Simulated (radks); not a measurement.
Task: The mean radii <r> (bohr) of the occupied orbitals of an atom or ion are listed with their occupations. All-electron calculation, scalar-relativistic Kohn-Sham, PBEsol, spin-polarised, spherical densities, finite nucleus; Fermi nuclear charge, rms radius of each element as measured or else 0.836 A^(1/3) + 0.57 fm. Program: a radial shooting solver on a logarithmic mesh with Libxc functionals.

| orbital | occ. | <r> |
|---|---|---|
| 1s | 2 | 0.02782 |
| 2s | 2 | 0.1199 |
| 2p | 6 | 0.1048 |
| 3s | 2 | 0.3223 |
| 3p | 6 | 0.3204 |
| 3d | 10 | 0.2968 |
| 4s | 2 | 0.7640 |
| 4p | 6 | 0.8196 |
| 4d | 10 | 0.9602 |
| 5s | 2 | 1.863 |

Name the element and its charge. Open shells, if any, are filled with parallel spins first.

Result: Z = 52, tellurium, charge +4: Te4+ in [Kr] 4d10 5s2. The 1s radius gives Z: for a bare nucleus <r> = (2 gamma + 1)/(2Z) with gamma = sqrt(1 - (Z/c)^2), 0.02741 bohr for Z = 52, and screening makes it slightly larger (0.02782 here). The occupations add up to 48, and the charge is Z minus that.
